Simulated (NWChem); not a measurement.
System: BBr2, doublet; SMILES Br[B]Br

Input file for NWChem:

```
start job
memory heap 200 mb stack 700 mb global 900 mb
geometry units angstroms noautoz
  Br     1.687845     0.000000    -0.050452
  B      0.000000     0.000000     0.808457
  Br    -1.687845     0.000000    -0.050452
end
basis spherical
  Br library def2-svp
  B library def2-svp
end
dft
  odft
  mult 2
  xc xcamb88 1.00 lyp 1.0 hfexch 1.00
  cam 0.33 cam_alpha 0.0 cam_beta 1.0
  iterations 150
  mulliken
end
task dft energy
```

Parts of the log:

```
             Northwest Computational Chemistry Package (NWChem) 7.3.0
             --------------------------------------------------------

 C2V symmetry detected

                             Geometry "geometry" -> ""
                             -------------------------

 Output coordinates in angstroms (scale by  1.889725989 to convert to a.u.)

  No.       Tag          Charge          X              Y              Z
 ---- ---------------- ---------- -------------- -------------- --------------
    1 Br                  35.0000     1.68784500     0.00000000    -0.05726060
    2 B                    5.0000     0.00000000     0.00000000     0.80164840
    3 Br                  35.0000    -1.68784500     0.00000000    -0.05726060

 Effective nuclear repulsion energy (a.u.)     289.8307227448

      Symmetry information
      --------------------

 Group name             C2v
 Group number             16
 Group order               4
 No. of unique centers     2

                                 NWChem DFT Module
                                 -----------------

 Summary of "ao basis" -> "ao basis" (spherical)
 ------------------------------------------------------------------------------
       Tag                 Description            Shells   Functions and Types
 ---------------- ------------------------------  ------  ---------------------
 Br                         def2-svp                12       32   5s4p3d
 B                          def2-svp                 6       14   3s2p1d

      Symmetry analysis of basis
      --------------------------

        a1         29
        a2         11
        b1         25
        b2         13

            General Information
            -------------------
          SCF calculation type: DFT
          Wavefunction type:  spin polarized.
          No. of atoms     :     3
          No. of electrons :    75
           Alpha electrons :    38
            Beta electrons :    37
          Charge           :     0
          Spin multiplicity:     2
          Use of symmetry is: on ; symmetry adaption is: on
          Maximum number of iterations: 150
          AO basis - number of functions:    78
                     number of shells:    30
          Convergence on energy requested:  1.00D-06
          Convergence on density requested:  1.00D-05
          Convergence on gradient requested:  5.00D-04

              XC Information
              --------------
                     Hartree-Fock (Exact) Exchange  1.000
                   CAM-Becke88 Exchange Functional  1.000
              Lee-Yang-Parr Correlation Functional  1.000

           Range-Separation Parameters
           ---------------------------
           Alpha           :  0.00
           Beta            :  1.00
           Gamma           :  0.33
           Short-Range HF  :     F

             Grid Information
             ----------------
          Grid used for XC integration:  medium
          Radial quadrature: Mura-Knowles
          Angular quadrature: Lebedev.
          Tag              B.-S. Rad. Rad. Pts. Rad. Cut. Ang. Pts.
          ---              ---------- --------- --------- ---------
          Br                  1.15      112          10.0       590
          B                   0.85       49           7.0       434
          Grid pruning is: on
          Number of quadrature shells:   161
          Spatial weights used:  Erf1

      Superposition of Atomic Density Guess
      -------------------------------------

 Sum of atomic energies:       -5168.67561171

      Non-variational initial energy
      ------------------------------

 Total energy =   -5169.324736
 1-e energy   =   -7774.463178
 2-e energy   =    2315.307719
 HOMO         =      -0.109891
 LUMO         =       0.024018

   Symmetry analysis of molecular orbitals - initial alpha
   -------------------------------------------------------

  Numbering of irreducible representations:

     1 a1          2 a2          3 b1          4 b2

  Orbital symmetries:

     1 b1          2 a1          3 a1          4 b1          5 b1
     6 a1          7 b1          8 b2          9 a1         10 a2
    11 a1         12 b1         13 a1         14 a1         15 b1
    16 a1         17 b2         18 b1         19 a2         20 a1
    21 b1         22 a1         23 b2         24 a2         25 b1
    26 a1         27 b2         28 a2         29 b1         30 a1
    31 b1         32 a1         33 b1         34 a1         35 b2
    36 a2         37 b1         38 a1         39 b2         40 a1
    41 b1         42 a1         43 b1         44 a1         45 b2
    46 b1         47 a1         48 a2

   Symmetry analysis of molecular orbitals - initial beta
   ------------------------------------------------------

  Numbering of irreducible representations:

     1 a1          2 a2          3 b1          4 b2

  Orbital symmetries:

     1 b1          2 a1          3 a1          4 b1          5 b1
     6 a1          7 b1          8 b2          9 a1         10 a2
    11 a1         12 b1         13 a1         14 a1         15 b1
    16 a1         17 b2         18 b1         19 a2         20 a1
    21 b1         22 a1         23 b2         24 a2         25 b1
    26 a1         27 b2         28 a2         29 b1         30 a1
    31 b1         32 a1         33 b1         34 a1         35 b2
    36 a2         37 b1         38 a1         39 b2         40 a1
    41 b1         42 a1         43 b1         44 a1         45 b2
    46 b1         47 a1         48 a2

     ---------------------------------------------
      Total Density - Mulliken Population Analysis
     ---------------------------------------------

[...]
```

Level: LC-BLYP (range parameter 0.33 per bohr)/def2-SVP, spin-unrestricted. In the optimisation the excess spin sits in a1 (C2v, its own frame). Structure relaxed at the PBE-D3(BJ)/def2-SVP, spin-unrestricted level. No stability test was run on the SCF state.
